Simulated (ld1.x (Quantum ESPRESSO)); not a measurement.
**Scattering properties, ultrasoft potential for gold**

```
Element                 : Au (Z = 79)
Generator               : ld1.x (Quantum ESPRESSO) 7.5
Type                    : ultrasoft
Functional              : LDA (PZ)
Relativity              : scalar-relativistic
Frozen core             : [Xe] 4f14
Valence charge          : 11
Reference configuration : 5d10 6s1 6p0
Partial waves           : 6s (bound): rcut 1.85, rcutus 2.45 bohr; 6s channel at -0.1 Ry: rcut 1.85, rcutus 2.45 bohr; 6p (bound, empty): rcut 2.85, rcutus 3.60 bohr; 6p channel at 4.75 Ry: rcut 2.85, rcutus 3.60 bohr; 5d (bound): rcut 1.60, rcutus 2.20 bohr; 5d channel at 3.6 Ry: rcut 1.60, rcutus 2.20 bohr
Local potential         : all-electron potential smoothed inside 2.45 bohr (lloc = -2)
Core correction         : a·sin(br)/r model core, default radius (core density twice the valence density)
Augmentation charge     : built from norm-conserving waves at rcut, not smoothed further
```

The phase is arctan(r·u′/u) with u = r·R(r), unwrapped; energies in Ry, scanned from -3 to 5 Ry. A pole is an energy at which the radial function vanishes at the test radius. The pseudo phase is shifted by a multiple of π to meet the all-electron one at the reference energy, and phase errors are pseudo minus all-electron; the curves can meet again beyond the range given. Levels narrower than the energy grid can be missing from the lists of poles.

```csv
channel,radius (bohr),reference energy (Ry),"poles, all-electron","poles, pseudo",unbroken range about the reference energy with phases within 0.05 rad,phase error 1 Ry above the reference energy (rad)
s,3.90,-0.45,"-0.15, 3.13","-0.15, 3.11",below 4.5,-0.000
p,3.90,-0.07,"0.66, 4.23",0.72,below 1.2,+0.028
d,3.90,-0.52,"-0.49, 2.06","-0.49, 2.47",below 0.3,+0.102
```

A Bessel basis up to 400 Ry misses an occupied level by 0.28 Ry, so cutoffs and ghosts were not judged.

Phases in the d channel:

```csv
E (Ry),all-electron,pseudo
-3.00,1.425,1.425
-2.76,1.419,1.419
-2.52,1.412,1.413
-2.28,1.405,1.405
-2.04,1.395,1.395
-1.80,1.384,1.385
-1.56,1.370,1.371
-1.32,1.353,1.353
-1.08,1.327,1.329
-0.84,1.282,1.284
-0.60,0.997,1.003
-0.36,-1.774,-1.770
-0.12,-1.877,-1.867
0.12,-1.979,-1.958
0.36,-2.159,-2.102
0.60,-2.610,-2.411
0.84,-3.625,-3.178
1.08,-4.249,-4.006
1.32,-4.479,-4.351
1.56,-4.590,-4.504
1.80,-4.659,-4.589
2.04,-4.708,-4.645
2.28,-4.750,-4.686
2.52,-4.789,-4.720
2.76,-4.832,-4.750
3.00,-4.887,-4.779
3.24,-4.970,-4.812
3.48,-5.131,-4.853
3.72,-5.596,-4.911
3.96,-6.824,-5.013
4.20,-7.412,-5.274
4.44,-7.599,-6.364
4.68,-7.686,-7.383
4.92,-7.738,-7.627
```
